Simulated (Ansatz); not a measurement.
Relaxation of Cl₂GaH₃N (7 atoms, charge 0, multiplicity 2), to a largest force component of 0.03 eV/Å in at most 50 steps.

Computed with UKS B3LYP-D4/def2-SVP (Ansatz).

```xyz
7
Properties=species:S:1:pos:R:3:forces:R:3
Ga -0.050 -0.766 -0.439 -0.02 -0.05 0.04
Cl 0.128 -0.692 2.995 -0.20 1.54 0.25
N 1.570 -0.117 -1.040 0.06 0.04 0.00
H 2.441 -0.570 -0.770 -0.06 0.05 -0.01
H 1.685 0.894 -1.114 0.02 -0.06 0.01
Cl -1.733 0.626 -0.768 0.01 0.02 0.04
H -0.049 0.625 3.241 0.19 -1.54 -0.33
```

Task: Where does it end, and by what steps?

Result: The forces met the threshold. After 15 steps the energy has fallen by 0.221 eV; H7 moved furthest, 1.20 Å.

```tsv
step	energy less start (eV)	largest force component (eV/Å)	accepted
0	0.0000	1.543	yes
1	-0.0532	0.619	yes
2	-0.0699	0.741	yes
3	-0.0939	0.254	yes
4	-0.1179	0.240	yes
5	-0.1471	0.546	yes
6	-0.1844	0.475	yes
7	-0.2135	0.297	yes
8	-0.2088	0.297	no
9	-0.2156	0.099	yes
10	-0.2183	0.210	yes
11	-0.2184	0.208	yes
12	-0.2197	0.124	yes
13	-0.2189	0.175	no
14	-0.2212	0.037	yes
15	-0.2213	0.018	yes
```

```xyz
7
Properties=species:S:1:pos:R:3
Ga 0.065 -0.823 -0.266
Cl 0.260 -0.324 2.902
N 1.588 -0.106 -1.041
H 2.435 -0.670 -1.047
H 1.810 0.855 -0.782
Cl -1.517 0.727 0.097
H -0.650 0.341 2.242
```

Whether the end is a true minimum wasn't checked by a vibrational analysis.

Run time: 43 s on 4 threads of Intel(R) Xeon(R) Platinum 8259CL CPU @ 2.50GHz (Skylake/Cascade Lake), on a shared host, peak memory 0.35 GiB.
